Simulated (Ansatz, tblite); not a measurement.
Cost and result up the ladder for SnH(OtBu)3 (C₁₂H₂₈O₃Sn) (44 atoms). Charge 0, multiplicity 1. Geometry: PBE-D4/def2-SVP.

```xyz
44

Sn   -0.6993    0.5671    0.8898
H    -1.6583    1.3221    2.1172
O    -0.9985   -1.4283    0.8839
C    -0.0831   -2.3600    1.4999
C     0.2835   -1.8928    2.9175
C    -0.8535   -3.6862    1.5486
C     1.1809   -2.4899    0.6357
H     0.9250   -2.6349    3.4354
H     0.8544   -0.9397    2.8777
H    -0.6318   -1.7465    3.5267
H    -1.7755   -3.5723    2.1526
H    -0.2338   -4.4902    1.9943
H    -1.1471   -3.9938    0.5255
H     1.7089   -1.5160    0.5922
H     0.9127   -2.7963   -0.3953
H     1.8785   -3.2450    1.0526
O     1.2578    0.9226    1.2226
C     2.0337    1.8608    0.4458
C     1.3106    3.2147    0.3677
C     3.3565    1.9954    1.2118
C     2.2709    1.2979   -0.9642
H     1.9258    3.9725   -0.1593
H     0.3584    3.1144   -0.1969
H     1.0934    3.5966    1.3861
H     3.1693    2.3739    2.2362
H     4.0456    2.6937    0.6954
H     3.8520    1.0079    1.2939
H     1.3028    1.1846   -1.4927
H     2.7643    0.3070   -0.9069
H     2.9156    1.9727   -1.5639
O    -1.1856    1.2827   -0.9319
C    -2.0149    0.5571   -1.8659
C    -3.2871    0.0497   -1.1687
C    -2.3642    1.5839   -2.9513
C    -1.2225   -0.6194   -2.4570
H    -3.9737   -0.4427   -1.8873
H    -3.0310   -0.7036   -0.3923
H    -3.8321    0.8922   -0.6959
H    -2.9112    2.4395   -2.5080
H    -2.9959    1.1288   -3.7407
H    -1.4387    1.9719   -3.4208
H    -0.9540   -1.3347   -1.6535
H    -0.2917   -0.2554   -2.9365
H    -1.8170   -1.1618   -3.2205
```

Ansatz on 2 threads of AMD EPYC 7R13 on a shared host and a share (18 GiB) of an NVIDIA H100 80GB HBM3; xTB runs through tblite on one thread. Times are rough, summed over both states, and most runs start from the orbitals of an earlier one. PBE0-D4/def2-TZVP serves as the yardstick here, not as an exact answer. The other state is a triplet.

In the def2 sets Sn takes a core potential; there is no spin–orbit coupling. The xTB rows come from tblite. Single mean-field runs in def2-TZVP are fitted with def2-universal-jkfit.

xTB has no spin-polarisation term.

```
                          level  functions  vertical triplet (eV)  difference from PBE0-D4/def2-TZVP (eV)
               PBE-D4/def2-TZVP        683                   3.98                                   -0.75
            r2SCAN-D4/def2-TZVP        683                   4.25                                   -0.48
PBE0-D4/def2-TZVP (with forces)        683                   4.73                                    0.00
                       GFN2-xTB         97                   3.44                                   -1.28
                       GFN1-xTB        125                   3.90                                   -0.83
```

**Question.** Estimate how long each takes.

**Answer.** GFN2-xTB 0.11 s; GFN1-xTB 0.15 s; PBE-D4/def2-TZVP 7.9 s; r2SCAN-D4/def2-TZVP 11 s; PBE0-D4/def2-TZVP (with forces) 13 s. On shared hardware such times vary by a factor of up to 3.
